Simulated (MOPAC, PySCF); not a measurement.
CH6Si2, SMILES `C=[SiH][SiH3]`, neutral singlet in the gas phase. 

Z-matrix (Å, degrees):
```
Si
C 1 1.7095
H 2 1.0830 1 123.16
H 2 1.0831 3 115.16 1 -179.76
H 1 1.4798 2 119.74 3 0.08
Si 1 2.3259 5 118.67 2 180.00
H 6 1.4809 1 108.10 5 179.76
H 6 1.4828 7 109.51 1 -120.75
H 6 1.4829 7 109.51 8 -118.45
```
Charge 0, spin multiplicity 1.

All levels are single points at this geometry (B3LYP-D3(BJ)/def2-TZVP); Pople sets use spherical d functions. Orbital energies aren't observables, and empty levels follow the basis.

```tsv
level	HOMO (eV)	LUMO (eV)	gap (eV)	dipole (D)	vertical IE, Delta-SCF (eV)
PBE-D3(BJ)/def2-TZVP in PySCF	-5.67	-2.34	3.34	0.59	8.60
ωB97X-D3(BJ)/def2-TZVP in PySCF	-8.82	0.46	9.28	0.89	8.53
B3LYP/3-21G in PySCF	-6.32	-1.15	5.17	0.25	–
B3LYP/6-311+G** in PySCF	-6.40	-1.65	4.76	0.78	–
B3LYP/LANL2DZ in PySCF	-6.41	-1.40	5.02	0.55	–
BP86/6-31G* in PySCF	-5.58	-2.05	3.53	0.28	–
M06-2X/6-31G* in PySCF	-7.44	-0.35	7.09	0.54	–
SVWN5/6-31G* in PySCF	-5.59	-2.09	3.50	0.29	8.74
HF/3-21G in PySCF	-8.53	2.15	10.67	0.38	–
HF/STO-3G in PySCF	-5.51	7.42	12.93	1.32	–
PM3 in MOPAC	-8.50	-1.42	7.08	0.27	–
PM6 in MOPAC	-8.22	-0.97	7.25	2.25	–
PM7 in MOPAC	-9.43	-0.97	8.46	0.43	–
```
